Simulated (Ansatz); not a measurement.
C3H4N2, triplet (typed; the unrestricted solution is spin-contaminated), at a GFN2-xTB geometry (a higher spin typed on purpose: for a closed-shell molecule this is an excited state); CCSD(T)/STO-3G (Ansatz, a first-principles code).

Ansatz was given this input:
Ansatz 0.2 input:
```yaml
crystal:
  periodic: [false, false, false]
  atoms:
    - {symbol: C, position_ang: [-0.82603617, -0.82557958, -0.06183474]}
    - {symbol: C, position_ang: [-0.91192132, 0.54728596, -0.41268759]}
    - {symbol: N, position_ang: [0.25758407, 1.15266958, 0.03912072]}
    - {symbol: C, position_ang: [1.13878945, 0.01109539, 0.25858083]}
    - {symbol: N, position_ang: [0.35478060, -1.12916931, 0.39714018]}
    - {symbol: H, position_ang: [-1.62284651, -1.54492843, -0.11309383]}
    - {symbol: H, position_ang: [-1.72599713, 1.10848503, -0.82551311]}
    - {symbol: H, position_ang: [0.62500539, 1.95091139, -0.46446289]}
    - {symbol: H, position_ang: [2.03229382, -0.07578047, -0.35510750]}
basis:
  gaussian:
    orbitals: STO-3G
magnetization: {spin_polarized: true, initial_magnetization: 2}
correlation: {method: ccsd_t, electrons: outside_noble_gas}
accuracy: high
```

**Question.** Write the output that Ansatz gives for this input, abridged.

**Answer.** 
```
Functional definition: HF
624 factors; integrals over basis functions are off by at most 2.2e-9 eV
mean field evaluation 1: about -6034.0564 eV, gradient 1.9e1 eV
mean field evaluation 2: about -6034.3377 eV, gradient 1.9e1 eV
mean field evaluation 4: about -6037.5005 eV, gradient 3.4e0 eV
mean field evaluation 8: about -6038.1576 eV, gradient 7.9e-1 eV
mean field evaluation 16: about -6038.1904 eV, gradient 1.6e-6 eV
mean field evaluation 32: about -6035.9572 eV, gradient 1.3e0 eV
mean field evaluation 64: about -6032.0456 eV, gradient 1.4e1 eV
mean field -6038.19039313 eV, -221.8994041150 hartree, gradient 3.0e-8 eV, S^2 2.275740; 1 other end points of the search recorded, 0 dependent functions left out
determinant -6038.19039313 eV, -221.8994041150 hartree, with singles and doubles -6045.80852032 eV, -222.1793651254 hartree
determinant -6035.27217672 eV, -221.7921616402 hartree, with singles and doubles -6043.41390202 eV, -222.0913645263 hartree
5 core orbitals not correlated
reference -6038.19039313 eV, -221.8994041150 hartree; 14, 12 occupied and 10, 12 virtual orbitals, 624 factors
second order -5.51034002 eV of doubles, -0.00000000 eV of singles
cycle   1  -7.62202265 eV  change   -3.9e-3 eV  update   5.9e-3
cycle   2  -7.62774723 eV  change   -5.7e-3 eV  update   4.7e-3
cycle   3  -7.63266958 eV  change   -4.9e-3 eV  update   2.9e-3
cycle   4  -7.63396960 eV  change   -1.3e-3 eV  update   1.3e-3
cycle   5  -7.63644613 eV  change   -2.5e-3 eV  update   5.3e-4
cycle   6  -7.63886463 eV  change   -2.4e-3 eV  update   2.5e-4
cycle   7  -7.63925658 eV  change   -3.9e-4 eV  update   9.7e-5
cycle   8  -7.63929128 eV  change   -3.5e-5 eV  update   6.4e-5
cycle   9  -7.63923883 eV  change    5.2e-5 eV  update   3.7e-5
cycle  10  -7.63924259 eV  change   -3.8e-6 eV  update   2.0e-5
cycle  11  -7.63925351 eV  change   -1.1e-5 eV  update   1.1e-5
cycle  12  -7.63925378 eV  change   -2.7e-7 eV  update   4.9e-6
cycle  13  -7.63924464 eV  change    9.1e-6 eV  update   2.5e-6
cycle  14  -7.63924141 eV  change    3.2e-6 eV  update   1.2e-6
cycle  15  -7.63924111 eV  change    3.0e-7 eV  update   5.6e-7
cycle  16  -7.63924091 eV  change    2.0e-7 eV  update   2.7e-7
cycle  17  -7.63924041 eV  change    5.0e-7 eV  update   1.8e-7
cycle  18  -7.63924019 eV  change    2.2e-7 eV  update   9.6e-8
cycle  19  -7.63924010 eV  change    9.3e-8 eV  update   5.9e-8
cycle  20  -7.63924015 eV  change   -4.4e-8 eV  update   1.3e-7
cycle  21  -7.63924020 eV  change   -5.3e-8 eV  update   5.8e-8
cycle  22  -7.63924022 eV  change   -1.9e-8 eV  update   3.1e-8
cycle  23  -7.63924023 eV  change   -8.3e-9 eV  update   1.7e-8
cycle  24  -7.63924022 eV  change    1.9e-9 eV  update   9.5e-9
cycle  25  -7.63924022 eV  change    5.1e-9 eV  update   5.1e-9
cycle  26  -7.63924021 eV  change    7.9e-9 eV  update   2.6e-9
cycle  27  -7.63924021 eV  change    4.1e-9 eV  update   1.2e-9
cycle  28  -7.63924020 eV  change    2.2e-9 eV  update  6.6e-10
perturbative correction -0.15233824 eV, -0.0055983272 hartree
Total energy: -6045.98197158 eV, -222.1857393417 hartree
```
